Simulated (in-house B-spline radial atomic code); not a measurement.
The numbers below are computed, except where a source is named.
**Stopping and range of 30 keV Ga in Si**

The pair potential comes from two frozen, spherical free-atom densities (PBE, B-spline radial code, scalar-relativistic past argon): electrostatics plus the change in Thomas-Fermi kinetic and Dirac exchange energy where they overlap, the recipe behind the universal ZBL potential, which averages such potentials (from solid-state densities) over many pairs. It is written V = (Z1 Z2 e²/r) φ(r/a), with e² = 14.3996 eV·Å and a = 0.46850 Å/(Z1^0.23 + Z2^0.23); ZBL's fit is φ = 0.18175 e^(−3.1998x) + 0.50986 e^(−0.94229x) + 0.28022 e^(−0.4029x) + 0.02817 e^(−0.20162x). Where φ falls below 4e-4 it is continued as an exponential.

The target is taken as amorphous, with density 2.329 g/cm³ (NSM archive of the Ioffe Institute); channelling is ignored. Masses: Ga 69.72, Si 28.09 u. Nuclear stopping is S_n = 4π a Z1 Z2 e² M1/(M1 + M2) × s_n(ε), with s_n integrated over impact parameters for each pair. Electronic stopping is Lindhard and Scharff's S_e = Z1^(1/6) 8π e² a0 Z1 Z2/(Z1^(2/3) + Z2^(2/3))^(3/2) × v/v0, with a0 = 0.529177 Å and v = v0 at 24.801 keV/u; it misses the oscillations with Z1 seen in experiment, which reach tens of per cent. Compounds add by atom fraction.

```tsv
target atom	a (Å)	ε at this energy	s_n, this pair	s_n, ZBL potential
Si	0.11603	0.16	0.3569	0.3384
```

(1) What are the atom density and the stopping powers at entry?

Along the track:

| E (keV) | N S_n (eV/nm) | N S_e (eV/nm) |
| --- | --- | --- |
| 1.5 | 482 | 34.9 |
| 4.5 | 741 | 60.5 |
| 9 | 917 | 85.5 |
| 15 | 1040 | 110 |
| 22.5 | 1110 | 135 |
| 30 | 1160 | 156 |

(2) Estimate the path length and the projected range.

Answers

(1) N = 2.329 × 0.602214/28.09 = 0.04993 atoms/Å³. For Si: S_n = 6495 × 0.3569 = 2318 eV·Å², S_e = 1.8048 × √30000 = 312.6 eV·Å². Averaged over the target's atoms and times N × 10 Å/nm, the ion loses N S_n = 1160 eV/nm to recoils and N S_e = 156 eV/nm to electrons; the nuclear share is 88 %.

(2) With continuous slowing down the path is the integral of dE/(N (S_n + S_e)). Trapezoids over the table give 27.6 nm, and the stretch below the first row, with stopping taken as √E, adds 2E/(N S) = 5.8 nm: 33.4 nm in all, against 32.4 nm on a fine grid from 5 eV. Deflections shorten the depth: to first order in the energy passed on, N (S_n + S_e) dR_p/dE = 1 − N S_n (M2/M1) R_p/(2E), summed over the target's atoms, and integrating this on the fine grid gives R_p = 25.1 nm, 0.77 of the path. Lindhard's rule of thumb R/(1 + M2/3M1), with mean M2/M1 = 0.40, gives 28.6 nm. On the ZBL potential the same equation gives 26 nm, and the full integral equation, which keeps hard collisions, 26.8 nm.
